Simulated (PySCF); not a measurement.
Stretching BeSi⁺

Set-up: PySCF, no relativity, basis sets Be def2-SVPD, Si def2-SVPD. Energies in eV from Be + Si⁺ in their ground configurations at the same level. State: ²Π (doublet), unpaired electrons π ↑.

All columns are PBE0. A positive dipole points towards Si; it is taken about the centre of mass and depends on that origin.

```csv
R (Å),E (eV),μ (D),Mulliken charge on Be (basis-dependent),HOMO (eV),LUMO (eV),Mayer bond order,⟨S²⟩
1.983,-1.789,-4.70,0.58,-12.24,-10.08,1.40,0.76
2.075,-2.027,-4.75,0.62,-12.02,-9.88,1.36,0.76
2.168,-2.154,-4.78,0.64,-11.84,-9.71,1.31,0.76
2.237,-2.196,-4.79,0.66,-11.72,-9.59,1.28,0.75
2.306,-2.206,-4.79,0.67,-11.63,-9.49,1.23,0.75
2.375,-2.193,-4.77,0.68,-11.55,-9.40,1.19,0.76
2.467,-2.149,-4.72,0.68,-11.48,-9.30,1.12,0.77
2.583,-2.067,-4.61,0.67,-11.42,-9.20,1.04,0.79
2.721,-1.947,-4.47,0.65,-11.38,-9.12,0.95,0.82
2.906,-1.771,-4.26,0.61,-11.37,-9.06,0.85,0.86
```

A fit through these points gives, at Re = 2.297 Å, μ = -4.79 D and dμ/dR = 0.115 D/Å; the reduced mass is 6.816 u.

**Question.** How strong is the fundamental in the double-harmonic approximation, I = 42.26·(dμ/dR)²/μred km/mol?

**Answer.** I = 42.26·(0.115)²/6.816 = 0.0820 km/mol at PBE0.

⟨S²⟩ of the unrestricted solution departs from its pure value on part of the curve, where spin states mix. For an ion De counts to the pair picked by the measured ionisation energies or electron affinities, which need not be the lowest pair at this level. The state is the lowest determinant that a PBE0 search found; another state may lie lower at other levels.
